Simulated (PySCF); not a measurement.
These 2 structures share the formula C4H10OSi. Level of theory: PBE0-D3(BJ)/def2-SVP geometry optimisation, gas phase (PySCF). One conformer each; no zero-point energy, no entropy. No frequencies were run at this level. Point groups hold within 0.08 Å.

Problem. Rank from lowest to highest electronic energy at this level (kcal/mol).
A. `[CH2:1]1[CH2:2][SiH2:3][CH2:4][CH2:5][O:6]1` with O6–C1–C2–Si3 33°, C1–C2–Si3–C4 24°, C2–Si3–C4–C5 -49°, Si3–C4–C5–O6 15°
B. `[CH3:1]/[CH:2]=[CH:3]/[CH2:4][O:5][SiH3:6]` with C2–C3–C4–O5 0°, C3–C4–O5–Si6 177°

Solution. A (0.0), B (1.1).

As drawn, the lower has an Si–C bond, which the higher lacks; the higher has an Si–O bond and a C=C bond outside aromatic rings, which the lower lacks. Neighbours under 2.5 kcal/mol apart (C1C[SiH2]CCO1 and C/C=C/CO[SiH3]) can change places with a better method, another conformer or zero-point energy.

| SMILES | E (Eh) | E rel (kcal/mol) | dipole (D) | point group | A, B, C (MHz) |
| --- | --- | --- | --- | --- | --- |
| C1C[SiH2]CCO1 | -522.50646 | 0.0 | 1.36 | C1 | 3787, 3139, 1999 |
| C/C=C/CO[SiH3] | -522.50466 | 1.1 | 0.77 | near Cs | 9584, 1067, 983.3 |

Problem. How do the relative energies change in single points at PBE0/pcSseg-1 (no added dispersion term) on the same geometries?

Solution. 
```tsv
SMILES	PBE0-D3(BJ)/def2-SVP (kcal/mol)	PBE0/pcSseg-1 (kcal/mol)	shift
C1C[SiH2]CCO1	0.0	1.4	+1.4
C/C=C/CO[SiH3]	1.1	0.0	-1.1
```

Each column counts from its own lowest isomer. C/C=C/CO[SiH3] becomes the lowest; the largest shift is 1.4 kcal/mol.

Problem. As an exercise, what shares would exp(−E/RT) give at 2000 K from these electronic energies alone (no entropy, no degeneracies)?

Solution. RT = 3.974 kcal/mol: C1C[SiH2]CCO1 57.1 %, C/C=C/CO[SiH3] 42.9 %.
